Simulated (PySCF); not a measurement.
# Identify the compound

The spectra below were simulated for a compound C$_{3}$F$_{6}$O.

¹³C{¹H} NMR (computed): δ 159.3 (C, dt, J = 452.4, 32.7 Hz), 127.2 (C, qt, J = 362.7, 34.0 Hz), 114.3 (C, tdq, J = 336.7, 80.2, 41.1 Hz).

[PySCF 2.14.0 with density-fitted response routines: shielding tensors at PBE0/pcSseg-1 (GIAO); coordinates at the GFN2-xTB level; couplings computed with B3LYP/pcJ-1; a single conformation; fast rotation and ring inversion assumed for equivalent nuclei; non-relativistic; isolated molecule]

Chemical shifts δ = σref − σ; ¹³C (186.93 ppm) vs TMS, all at this level.

Task: Deduce the structure.

Result: 
- The formula gives 1 degree of unsaturation (no ring in the answer).
- 3 carbon signals for 3 carbons: no two carbons are equivalent.
- Carbon types of the structure: 3 × C.
- δC 159.3: carbonyl carbon.
- δC 127.2: CF3 carbon; 3 electronegative neighbours deshield it.
- δC 114.3: fully substituted sp3 carbon bonded to 2 F, α to a carbonyl; 2 electronegative neighbours deshield it.

These data were computed for `O=C(F)C(F)(F)C(F)(F)F`.

The shifts were computed for this structure.

Common functionals overestimate the size of one-bond C–F couplings by tens of Hz; these are unscaled. Shifts are as computed. Against solution values, carbons near 30 ppm lie about +3 ppm off and those near 130 ppm about +5 ppm. Of 1211 compounds with measured shifts, 218 miss one by over three times the rms of a fit or turn the order of signals round; such compounds aren't used in these exercises.
